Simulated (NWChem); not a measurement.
C3H4F2; SMILES C/C(F)=C\F

```xyz
9

C     -1.4055     0.6444     0.0000
C      0.0581     0.4232     0.0000
F      0.7978     1.5392     0.0000
C      0.6984    -0.7460     0.0000
F      0.0294    -1.8995     0.0000
H     -1.7078     1.2219     0.8883
H     -1.9364    -0.3154     0.0000
H     -1.7078     1.2219    -0.8883
H      1.7861    -0.8426     0.0000
```
Atoms are numbered in this order, from 1.

Level: PBE0/def2-SVP (NWChem), optimised geometry, unscaled harmonic frequencies. 

Q: List the harmonic frequencies with IR intensities, and the thermochemistry.

A: 
| frequency (cm⁻¹) | IR intensity (km/mol) |
|---|---|
| 178 | 0.0 |
| 240 | 5.1 |
| 333 | 6.4 |
| 423 | 7.3 |
| 455 | 5.2 |
| 584 | 1.0 |
| 839 | 30.7 |
| 874 | 5.0 |
| 1009 | 8.7 |
| 1049 | 0.5 |
| 1212 | 130.5 |
| 1281 | 174.3 |
| 1336 | 3.6 |
| 1432 | 34.8 |
| 1443 | 10.9 |
| 1448 | 0.6 |
| 1828 | 2.7 |
| 3060 | 10.0 |
| 3142 | 4.3 |
| 3198 | 0.8 |
| 3250 | 5.2 |

```yaml
zero_point_energy: 40.9 kcal/mol
thermal correction to the enthalpy at 298.15 K (with zero-point energy): 44.8 kcal/mol
heat capacity Cv: 17.7 cal/(mol K)
entropy at 298.15 K and 1 atm (symmetry number 1): 72.8 cal/(mol K)
dipole_moment: 0.65 D
```

Rigid rotor and harmonic oscillator.
